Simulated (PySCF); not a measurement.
## SMILES CO/C([O-])=C\C=C\C=O, [C6H7O3]-, charge -1

Cartesian coordinates in Å; atom numbers follow the order of the lines, from 1:
```xyz
16

C     2.941    0.585    0.917
O     1.603    0.431    0.553
C     1.397   -0.222   -0.651
O     2.367   -0.614   -1.287
C     0.021   -0.354   -0.999
C    -1.043    0.120   -0.242
C    -2.407    0.040   -0.507
C    -3.366    0.588    0.387
O    -4.593    0.593    0.287
H     2.950    1.126    1.875
H     3.514    1.156    0.166
H     3.454   -0.385    1.038
H    -0.158   -0.870   -1.946
H    -0.769    0.628    0.693
H    -2.777   -0.449   -1.416
H    -2.884    1.069    1.293
```

Total charge -1.

Computed with quadratic response CAM-B3LYP/aug-cc-pVDZ first hyperpolarisability, Taylor convention, gas phase (PySCF). Geometry: PBE0-D3(BJ)/def2-SVP.

For a gas-phase anion, states above the detachment energy (about 2.3 eV, taken as minus the energy of the highest occupied orbital) lie in the continuum and depend on the basis.

Give the tensor of the second harmonic β(−2ω;ω,ω) at 1064 nm in the axes of these coordinates.

In au, Taylor convention; rows are the first index (the induced dipole):
|  | xx | yy | zz | xy | xz | yz |
| --- | --- | --- | --- | --- | --- | --- |
| x | -825.2 | +81.1 | +257.1 | -225.6 | -467.0 | +185.5 |
| y | -165.8 | +31.8 | -81.8 | +55.0 | +165.9 | -26.1 |
| z | -359.0 | -28.3 | -44.2 | +160.4 | +209.2 | -77.5 |

Norm of βᵢ = ⅓ Σⱼ (βᵢⱼⱼ + βⱼᵢⱼ + βⱼⱼᵢ): 776.9 au, hyper-Rayleigh value 454.9 au.
